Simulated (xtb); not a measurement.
H₁₀Si₄, charge -1, doublet, from a rough starting geometry (a state made from the parent by changing its charge; the spin is typed, not shown lowest); xtb 6.7.1 with GFN2-xTB.

The xtb input:
```
$ xtb mol.xyz --gfn 2 --chrg -1 --uhf 1 --opt vtight --json

# file mol.xyz
14

Si     0.01057156     2.12974182    -0.71634401
Si     0.04873663     0.18416844     0.55329573
Si     1.96623957    -1.11213699     0.07431082
Si    -1.99097310    -0.99913258     0.42003425
H      1.23140759     2.91713771    -0.60631794
H     -0.16529002     1.76048608    -2.19661699
H     -1.11837177     2.95475201    -0.39066286
H      0.25016096     0.61118836     1.95144904
H      3.21872243    -0.45113248     0.27143820
H      1.86450221    -1.59557051    -1.34300623
H      2.01471910    -2.29004144     0.94648117
H     -1.95001524    -2.25795808     1.29626582
H     -3.10886924    -0.24094845     0.73798500
H     -2.09984654    -1.49305254    -0.89387282
```

What the program printed (banner, timings and long lists left out):

```
   ID    Z sym.   atoms
    1   14 Si     1-4
    2    1 H      5-14

           -------------------------------------------------
          |                Calculation Setup                |
           -------------------------------------------------

           -------------------------------------------------
          |                 G F N 2 - x T B                 |
           -------------------------------------------------

          ...................................................
          :                      SETUP                      :
          :.................................................:
          :  # basis functions                  50          :
          :  # atomic orbitals                  46          :
          :  # shells                           22          :
          :  # electrons                        27          :
          :  max. iterations                   250          :
          :  Hamiltonian                  GFN2-xTB          :
          :  restarted?                      false          :
          :  GBSA solvation                  false          :
          :  PC potential                    false          :
          :  electronic temp.          300.0000000     K    :
          :  accuracy                    1.0000000          :
          :  -> integral cutoff          0.2500000E+02      :
          :  -> integral neglect         0.1000000E-07      :
          :  -> SCF convergence          0.1000000E-05 Eh   :
          :  -> wf. convergence          0.1000000E-03 e    :
          :  Broyden damping             0.4000000          :
          :  net charge                         -1          :
          :  unpaired electrons                  1          :
          ...................................................

 iter      E             dE          RMSdq      gap      omega  full diag
   1    -12.0624405 -0.120624E+02  0.575E+00    0.34       0.0  T
   2    -12.1965811 -0.134141E+00  0.328E+00    0.33       1.0  T
   3    -12.1899053  0.667577E-02  0.177E+00    0.38       1.0  T
   4    -12.1944811 -0.457578E-02  0.163E+00    0.34       1.0  T
   5    -12.2021367 -0.765566E-02  0.878E-01    0.41       1.0  T
   6    -12.2052397 -0.310298E-02  0.352E-01    0.39       1.0  T
   7    -12.2051695  0.702282E-04  0.232E-01    0.40       1.0  T
   8    -12.2054035 -0.234020E-03  0.859E-02    0.40       1.0  T
   9    -12.2054274 -0.238676E-04  0.465E-02    0.40       1.0  T
  10    -12.2054315 -0.410995E-05  0.130E-02    0.40       2.0  T
  11    -12.2054316 -0.169750E-06  0.987E-03    0.40       2.7  T
  12    -12.2054319 -0.223131E-06  0.339E-03    0.40       7.9  T
  13    -12.2054319 -0.821135E-08  0.189E-03    0.40      14.1  T
  14    -12.2054319 -0.177588E-08  0.106E-03    0.40      25.2  T
  15    -12.2054319 -0.253522E-08  0.296E-04    0.40      90.3  T
  16    -12.2054319 -0.192944E-09  0.763E-05    0.40     350.4  T

   *** convergence criteria satisfied after 16 iterations ***

         :::::::::::::::::::::::::::::::::::::::::::::::::::::
         ::                     SUMMARY                     ::
         :::::::::::::::::::::::::::::::::::::::::::::::::::::
         :: total energy             -12.089200088272 Eh    ::
         :: gradient norm              0.092844018541 Eh/a0 ::
         :: HOMO-LUMO gap              0.402148311486 eV    ::
         ::.................................................::
         :: SCC energy               -12.205394690860 Eh    ::
         :: -> isotropic ES            0.089916987055 Eh    ::
         :: -> anisotropic ES          0.014295757660 Eh    ::
         :: -> anisotropic XC          0.007162806314 Eh    ::
         :: -> dispersion             -0.014214017257 Eh    ::
         :: repulsion energy           0.116194602588 Eh    ::
         :: add. restraining           0.000000000000 Eh    ::
         :: total charge              -1.000000000208 e     ::
[...]
 * total energy  :   -12.1243759 Eh     change       -0.2196394E-05 Eh
 * total energy  :   -12.1243774 Eh     change       -0.1513462E-05 Eh
 * total energy  :   -12.1243786 Eh     change       -0.1147915E-05 Eh
 * total energy  :   -12.1243801 Eh     change       -0.1482006E-05 Eh
 * total energy  :   -12.1243807 Eh     change       -0.6618543E-06 Eh
 * total energy  :   -12.1243812 Eh     change       -0.4806587E-06 Eh
 * total energy  :   -12.1243817 Eh     change       -0.5412502E-06 Eh
 * total energy  :   -12.1243821 Eh     change       -0.3780388E-06 Eh
 * total energy  :   -12.1243824 Eh     change       -0.2778761E-06 Eh
 * total energy  :   -12.1243826 Eh     change       -0.2267692E-06 Eh
 * total energy  :   -12.1243829 Eh     change       -0.2716978E-06 Eh
 * total energy  :   -12.1243829 Eh     change       -0.5872657E-07 Eh
   *** GEOMETRY OPTIMIZATION CONVERGED AFTER 33 ITERATIONS ***
         :: total energy             -12.124382948979 Eh    ::
[...]
        21                          0.0257908               0.7018
        22                          0.0311547               0.8478
        23                          0.0429790               1.1695
        24                          0.0681031               1.8532
        25                          0.0804366               2.1888
       ...                                ...                  ...
        46                          1.3110175              35.6746
      -------------------------------------------------------------
                  HL-Gap            0.0585564 Eh            1.5934 eV
             Fermi-level           -0.0981675 Eh           -2.6713 eV

     #   Z          covCN         q      C6AA      α(0)
     1  14 Si       3.689     0.328   101.583    19.307
     2  14 Si       3.675     0.156   106.286    19.754
     3  14 Si       3.648     0.299   102.647    19.426
     4  14 Si       3.648     0.299   102.649    19.426
     5   1 H        0.915    -0.197    10.571     5.085
     6   1 H        0.914    -0.215    12.042     5.428
     7   1 H        0.915    -0.197    10.571     5.085
     8   1 H        0.885    -0.268    17.694     6.584
     9   1 H        0.905    -0.165     8.540     4.572
    10   1 H        0.911    -0.219    12.349     5.497
    11   1 H        0.910    -0.219    12.376     5.503
    12   1 H        0.910    -0.219    12.378     5.503
    13   1 H        0.905    -0.165     8.538     4.571
    14   1 H        0.911    -0.219    12.350     5.497

 Mol. C6AA /au·bohr⁶  :       5529.443964
 Mol. C8AA /au·bohr⁸  :     212078.008069
 Mol. α(0) /au        :        131.239194

Wiberg/Mayer (AO) data.
largest (>0.10) Wiberg bond orders for each atom

 ---------------------------------------------------------------------------
     #   Z sym  total        # sym  WBO       # sym  WBO       # sym  WBO
 ---------------------------------------------------------------------------
     1  14 Si   3.699 --     7 H    0.890     5 H    0.890     6 H    0.887
                             2 Si   0.885
     2  14 Si   3.876 --     3 Si   0.965     4 Si   0.965     1 Si   0.885
                             8 H    0.851
     3  14 Si   3.800 --     2 Si   0.965     9 H    0.877    11 H    0.876
                            10 H    0.871     4 Si   0.125
     4  14 Si   3.800 --     2 Si   0.965    13 H    0.877    12 H    0.876
                            14 H    0.871     3 Si   0.125
     5   1 H    0.961 --     1 Si   0.890
     6   1 H    0.954 --     1 Si   0.887
     7   1 H    0.961 --     1 Si   0.890
     8   1 H    0.928 --     2 Si   0.851
     9   1 H    0.962 --     3 Si   0.877
    10   1 H    0.952 --     3 Si   0.871
    11   1 H    0.952 --     3 Si   0.876
    12   1 H    0.952 --     4 Si   0.876
    13   1 H    0.962 --     4 Si   0.877
    14   1 H    0.952 --     4 Si   0.871
 ---------------------------------------------------------------------------

Topologies differ in total number of bonds
Writing topology from bond orders to xtbtopo.mol

molecular dipole:
                 x           y           z       tot (Debye)
 q only:       -0.016       0.261      -0.017
   full:       -0.014       0.430      -0.053       1.102
molecular quadrupole (traceless):
                xx          xy          yy          xz          yz          zz
 q only:      -10.040       0.751      -0.816       1.993       5.575      10.855
  q+dip:      -11.039       0.792      -0.535       2.145       5.574      11.574
   full:      -14.562       0.913       0.726       2.653       5.463      13.836

optimized geometry written to: xtbopt.xyz

           -------------------------------------------------
          | TOTAL ENERGY              -12.124382948979 Eh   |
          | GRADIENT NORM               0.000102187416 Eh/α |
          | HOMO-LUMO GAP               1.593401729793 eV   |
           -------------------------------------------------

normal termination of xtb
```
